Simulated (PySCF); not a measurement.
C6H13As.
Atom-mapped SMILES: `[CH3:1][CH2:2][C@@H:3]1[CH2:4][CH2:5][AsH:6][CH2:7]1` (hydrogens: H8, H9, H10 on C1; H11, H12 on C2; H13 on C3; H14, H15 on C4; H16, H17 on C5; H18 on As6; H19, H20 on C7)

Computed, not measured: TDDFT PBE0/def2-SVPD, vertical, gas phase, core orbitals frozen in the response (PySCF). Geometry: PBE0-D3(BJ)/def2-SVP, one conformer, isolated molecule. Relativistic effects, spin–orbit coupling among them, are left out although an element past zinc is present.

Each state is given a Gaussian of 0.5 eV full width at half maximum, with ε(max) = 2.175×10⁸ f / Δν̃ (Δν̃ the width in cm⁻¹). The width is an assumption, not a result. The curve ends short of the highest state used, and states not computed would add to its high-energy end.

λ (nm), ε (L mol⁻¹ cm⁻¹) and a bar:
```
    168.0       3616 ############
    169.7       4698 ################
    171.3       6017 #####################
    173.0       7401 #########################
    174.7       8414 #############################
    176.3       8788 ##############################
    178.0       8486 #############################
    179.7       7562 ##########################
    181.3       6329 ######################
    183.0       4897 #################
    184.7       3573 ############
    186.3       2575 #########
    188.0       1860 ######
    189.7       1521 #####
    191.4       1538 #####
    193.0       1837 ######
    194.7       2390 ########
    196.4       3101 ###########
    198.0       3821 #############
    199.7       4539 ###############
    201.4       5111 #################
    203.0       5452 ###################
    204.7       5567 ###################
    206.4       5429 ###################
    208.0       5097 #################
    209.7       4582 ################
    211.4       3965 ##############
    213.1       3308 ###########
    214.7       2703 #########
    216.4       2112 #######
    218.1       1598 #####
    219.7       1195 ####
    221.4        852 ###
    223.1        590 ##
    224.7        407 #
    226.4        267 #
    228.1        171 #
    229.7        109 
    231.4         67 
    233.1         40 
    234.7         24 
    236.4         13 
    238.1          7 
    239.8          4
```

Question: Locate the maxima and give the states behind the curve.

Answer: 205 nm (6.06 eV), ε about 5600, made up of S1 (29%) and S2 (71%); 176 nm (7.03 eV), ε about 8800, made up of S3 (31%) and S4 (59%) (ε in L mol⁻¹ cm⁻¹; maxima over ε = 5, shares over 10%). The states used: S1 5.92 eV (f 0.037); S2 6.12 eV (f 0.076); S3 6.91 eV (f 0.058); S4 7.06 eV (f 0.098); S5 7.13 eV (f 0.016); S6 7.31 eV (f 0.0034); S7 7.51 eV (f 0.012); S8 7.74 eV (f 0.0035); S9 7.85 eV (f 0.064); S10 7.98 eV (f 0.125).

Question: Coming from long wavelengths, where does ε first pass 100 L mol⁻¹ cm⁻¹?

Answer: At about 230 nm (5.39 eV), 0.53 eV below S1.

Question: What would ε be at 7.03 eV, the highest of these maxima, with half the width (0.25 eV)?

Answer: About 14600 L mol⁻¹ cm⁻¹ against 8790, a factor of about 1.7; a lone state at its own centre would give exactly 2.

Question: On this curve, what absorbance would a 10⁻⁴ mol/L sample give at 193 nm over a 1 cm path?

Answer: 193 nm is 6.424 eV, where ε is about 1800 L mol⁻¹ cm⁻¹, so A = ε c l ≈ 0.18 (Beer–Lambert, with the gas-phase spectrum and the assumed width).

The vertical ionisation energy (ΔSCF) is 8.68 eV, 0.70 eV above S10.

On one thread of an Intel Xeon at 2.50 GHz, no GPU, on a shared host, this took 4.5 min of wall time and 1.1 GiB of memory at its peak.

Without π bonds the low states are Rydberg-like; a valence basis with one diffuse set may place them up to an eV too high.
